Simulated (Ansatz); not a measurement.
PBE exchange is replaced step by step with exact exchange (0 % is PBE, 25 % PBE0; no dispersion term), basis def2-SVP, Ansatz. System: Ge(NCO)Me3 (C₄H₉GeNO). The state is a singlet with charge 0. Geometry: PBE0-D4/def2-SVP.

Geometry of the singlet:

```xyz
16

Ge   -0.037    0.089   -0.026
N     0.747   -1.475    0.534
C     1.219   -2.519    0.870
O     1.689   -3.541    1.205
C     1.153    1.520    0.536
H     0.750    2.497    0.230
H     2.146    1.391    0.081
H     1.267    1.515    1.630
C    -1.769    0.175    0.851
H    -2.297    1.098    0.567
H    -1.646    0.163    1.943
H    -2.388   -0.686    0.560
C    -0.186   -0.038   -1.960
H    -0.802   -0.904   -2.239
H     0.809   -0.155   -2.413
H    -0.653    0.871   -2.369
```

```
exact exchange (%)  HOMO (eV)  LUMO (eV)  gap (eV)
                 0      -6.32       0.41      6.73
                10      -6.89       0.73      7.62
                25      -7.75       1.21      8.96
                40      -8.62       1.68     10.30
```

Q: Fit a straight line to the column «gap (eV)» against the share of exact exchange and predict its value at 15 %.

A: With x = exact exchange (%) and y = gap (eV): mean x = 18.75, mean y = 8.402; Σ(x − x̄)(y − ȳ) = 82.01, Σ(x − x̄)² = 918.8; slope b = 0.08926, intercept a = ȳ − b·x̄ = 6.728. The residuals of the fitted rows reach 0.00. At x = 15 the line gives 6.728 + (0.08926 × 15) = 8.07; the run gave 8.06, 0.01 less than the line.
